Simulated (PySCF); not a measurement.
An unknown gives this computed stick spectrum. Computed with PySCF, TDDFT B3LYP/def2-SVPD, vertical, gas phase, core orbitals frozen in the response. Geometries: GFN2-xTB, one conformer each.

| state | ν̃ (cm⁻¹) | f | main configurations (H = HOMO, L = LUMO) |
| --- | --- | --- | --- |
| S1 | 34260 | 0.0003 | H→L (97%) |
| S2 | 46830 | 0.0020 | H-1→L (99%) |
| S3 | 50990 | 0.0032 | H-2→L (97%) |
| S4 | 53830 | 0.0081 | H→L+1 (94%) |
| S5 | 54630 | 0.0050 | H-3→L (97%) |
| S6 | 56720 | 0.0036 | H→L+2 (98%) |
| S7 | 59710 | 0.0092 | H-1→L+1 (96%) |
| S8 | 59910 | 0.021 | H-4→L (61%), H-5→L (22%) |

Triplets computed (Tamm–Dancoff): 3.68, 5.76, 5.98 eV.

Question: Which candidate is it? All have the formula C5H10OSi.
A. `O=C[C@H]1CC[SiH2]C1`
B. `O=C[SiH2]C1CCC1`
C. `C[C@@H](O)[C@H]1C=C[SiH2]1`

Answer: A. Its S1 lies at 4.25 eV; the nearest of the others has S1 at 3.18 eV. S1 is HOMO→LUMO (97%). S1 has the pattern of n→π* at C=O. At the same level the other candidates give, for their lowest levels:
- `O=C[SiH2]C1CCC1`: 3.18 eV (f 0.002); 5.60 eV (f 0.058); 6.09 eV (f 0.034); 6.13 eV (f 0.007); 6.22 eV (f 0.004); T1 2.51 eV; HOMO -6.67, LUMO -1.77 eV
- `C[C@@H](O)[C@H]1C=C[SiH2]1`: 6.02 eV (f 0.000); 6.40 eV (f 0.004); 6.53 eV (f 0.000); 6.60 eV (f 0.009); 6.64 eV (f 0.009); T1 4.37 eV; HOMO -7.33, LUMO -0.34 eV
